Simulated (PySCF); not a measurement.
Gas-phase reaction: 3 GeH3Cl ⇌ GeCl3 + 3 H + 2 GeH3

Energies from PySCF, thermal terms from the rigid-rotor harmonic-oscillator model, ideal gas at 1 bar. † marks an energy on the PBE0/def2-TZVP geometry and frequencies; other levels use their own. CCSD(T) freezes the core. 6-31G* has spherical d functions here. Open shells (unrestricted): GeCl3 (multiplicity 2), H (multiplicity 2), GeH3 (multiplicity 2); the rest are closed-shell singlets. B3LYP is the form with VWN-RPA correlation. Ge: all electrons, no relativistic terms. GeCl3, GeH3: computed as isolated molecules; such fragments, hydroxides, amides, oligomers or adducts are transient or little studied in the gas. CCSD(T) isn't extrapolated to the basis-set limit. The harmonic model lacks anharmonicity and excited electronic states, which grow with temperature; levels with a mode under 35 cm⁻¹ are left out.

```csv
level,"ΔE electronic, kJ","ΔH°(298 K), kJ","ΔS°(298 K), J/K","ΔG°(1000 K), kJ"
B3LYP/6-31G*,1066,1010,349,642
B3LYP/def2-TZVP†,1076,1019,348,652
BLYP/def2-TZVP†,1042,986,348,619
CCSD(T)/def2-SVP†,1060,1004,348,637
HF/6-31G*,875,813,346,447
PBE/def2-TZVP†,1034,977,348,611
ωB97M-V/def2-TZVP†,1090,1033,348,666
```
ΔH° is lowest at HF/6-31G* and highest at ωB97M-V/def2-TZVP†. No reference value is set beside these.
